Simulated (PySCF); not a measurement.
# Deprotonation sites of 4'-aminoacetophenone

System: 4'-aminoacetophenone, `CC(=O)c1ccc(N)cc1` (C8H9NO). Coordinates in Å; atoms count from 1 in this order:
```
C    -3.1235    0.6149   -0.0016
C    -2.1550   -0.4269   -0.5113
O    -2.5535   -1.3689   -1.1706
C    -0.7136   -0.2736   -0.1897
C     0.1888   -1.2470   -0.6480
C     1.5428   -1.1566   -0.3809
C     2.0562   -0.0740    0.3622
N     3.3930    0.0029    0.6566
C     1.1564    0.9044    0.8245
C    -0.1997    0.8009    0.5512
H    -2.8759    1.6106   -0.4012
H    -3.0876    0.6829    1.0966
H    -4.1376    0.3410   -0.3156
H    -0.2111   -2.0836   -1.2255
H     2.2251   -1.9295   -0.7451
H     3.7692    0.8757    0.9973
H     4.0387   -0.5818    0.1461
H     1.5325    1.7503    1.4058
H    -0.8665    1.5802    0.9259
```

Level of theory: ωB97X-D3(BJ)/ma-def2-SVP single points in PySCF, grid level 2; every species was optimised with PBE0-D3(BJ)/ma-def2-SVP. Thermal corrections: GFN2-xTB frequencies, unscaled, ideal gas at 298.15 K and 1 bar, quasi-RRHO entropy. These were taken at the GFN2-xTB minima.

```
                                    site                 product  ΔH(acid) / kJ/mol  ΔG(acid) / kJ/mol  gas share  above best in dichloromethane / kJ/mol  above best in 1,4-dioxane / kJ/mol
                N8 (aryl amine nitrogen)   CC(=O)c1ccc([NH-])cc1               1490               1460   > 99.9 %                                     0.0                                 0.0
C1 (carbon α to the carbonyl-type group)  [CH2-]C(=O)c1ccc(N)cc1               1549               1518    < 0.1 %                                    20.9                                39.4
                    C6 (aromatic carbon)    CC(=O)c1c[c-]c(N)cc1               1643               1610    < 0.1 %                                   125.5                               138.9
                    C5 (aromatic carbon)    CC(=O)c1[c-]cc(N)cc1               1678               1644    < 0.1 %                                   138.7                               164.3
```

ΔH and ΔG refer to AH → A⁻ + H⁺ in the gas phase. Shares are Boltzmann weights among the listed products; an error of 10 kJ/mol changes a ratio about 56-fold. Sites whose products fell apart, merged with another or lost in a GFN2-xTB screen aren't listed. Values in solvent are IEF-PCM free energies relative to the most favourable product.

Of the listed sites N8 (aryl amine nitrogen) is favoured in the gas phase, 59 kJ/mol ahead of C1 in free energy.

In dichloromethane the product from N8 is solvated 167 kJ/mol more strongly than the parent (electrostatics only).

In 1,4-dioxane the product from N8 is solvated 102 kJ/mol more strongly than the parent (electrostatics only).

Measured values (NIST Chemistry WebBook, evaluated or the median of agreeing entries): deprotonation enthalpy (ΔH) 1470 kJ/mol (computed 1490, difference 20); gas-phase acidity (ΔG) 1439 kJ/mol (computed 1460, difference 21). These are compared with the most favourable site that keeps the skeleton.

Note: ma-def2-SVP is a small basis, whose errors can reach tens of kJ/mol.

Differences come from unrounded values, so a last digit can differ from that of the printed terms.
